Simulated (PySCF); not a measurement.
BiF₂, SMILES [F][Bi+][F] (connectivity only; charge and spin as stated), charge +1, multiplicity 1.

Coordinates come from a PBE0-D3(BJ)/def2-TZVP optimisation. The spin state was assumed, not searched. The isomer is the one that the SMILES or the coordinates give; other isomers of the formula were not compared. The def2 effective core potentials stand for the cores of Bi; spin–orbit coupling is left out.

Method: PBE0-D3(BJ)/def2-TZVP (PySCF 2.14.0).

Frequencies are harmonic and unscaled.

Computed harmonic wavenumbers and intensities:
```csv
mode,ν (cm⁻¹),IR (km/mol),moving atoms (share of kinetic energy)
1,194,7.9,F 93 %
2,664,88.0,"F 91 %, Bi 9 %"
3,677,53.0,"F 92 %, Bi 8 %"
```
